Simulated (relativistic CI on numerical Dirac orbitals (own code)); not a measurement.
Nb³⁺: 4s photoemission

Computed with this model: Dirac-Coulomb-Breit CI, KLI orbitals optimised for each configuration, a model potential for QED, multiplet model of photoemission in the sudden approximation, unscaled Slater integrals; configurations [Kr] 4d2 → [Ar] 3d10 4s 4p6 4d2; 300 K; Lorentzian 2.8 eV and Gaussian 0.6 eV FWHM. Energies are those of the free ion, without screening or charge transfer. The energies are binding energies and can lie tens of eV above those of solids. Without intra-shell correlation the exchange splitting of an s hole comes out too large, often by half or more. S is read from ⟨S²⟩ = S(S + 1).

free ion: ground-state S = 1.00, centroid 101.62 eV. Peaks (eV, height): 100.0 (100), 104.8 (54).

Strongest unbroadened transitions for free ion:

```csv
Energy (eV),Relative strength
100.03,0.8
100.07,100.0
100.14,1.5
100.15,69.0
101.84,0.0
103.17,0.1
103.18,1.7
104.69,0.7
104.81,79.5
104.90,0.5
```
